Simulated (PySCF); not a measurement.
**Gas-phase XPS of (HZn-mu-OH)2, computed**

Species: (HZn-mu-OH)2 (singlet state).
Cartesian coordinates in Å at the PBE0-D3(BJ)/def2-SVP level; atoms count from 1:
```
atom  x, y, z in Å
Zn1   -0.5914    1.2727    0.4320
H2    -1.2007    2.6071    0.9134
O3     0.6301    0.5896   -0.9064
Zn4    0.6215   -1.2942   -0.4525
H5     1.2890   -2.6147   -0.8964
O6    -0.6430   -0.6190    0.8482
H7     1.1579    1.0590   -1.5538
H8    -1.1252   -1.0862    1.5317
```

Method: delta-SCF UKS SCAN, pcX-2 on the ionised atom (unc-x2c-TZVPall on a metal), pcseg-1 elsewhere, spin-free X2C in PySCF. Each binding energy is the total energy of the core-ionised species, with the hole localised on one atom, minus that of the ground state; both are solved self-consistently, so orbital relaxation is included.

Problem. Give the core binding energies atom by atom.

Solution. 
```csv
atom(s),environment,level,binding energy (eV),count
O3/O6,oxygen bonded to 2 Zn and H,O 1s,537.89,2
```

Problem. Express the binding energy of O 1s of O3/O6 in atomic units and per mole.

Solution. 537.89 eV = 19.7671 Eh = 51898 kJ/mol.

Problem. Which photon energy gives electrons from O 1s of O3/O6 a kinetic energy of 50 eV, and what is their de Broglie wavelength?

Solution. hν = 537.89 + 50 = 587.89 eV, recoil neglected; λ = 12.264 Å/√(E/eV) = 1.73 Å.

The first atom of each set that the bonding makes equivalent was ionised and stands for the set. Not every level is listed. No level of zinc is listed. Geometry: PBE0-D3(BJ)/def2-SVP; no solvent, vibrations or thermal averaging. Metal 2p energies of this one-determinant scheme are less reliable than its 1s energies.

Hardware: one thread of an Intel Xeon at 2.50 GHz (shared host). Cost: 32 s wall, 0.46 GiB resident at most.
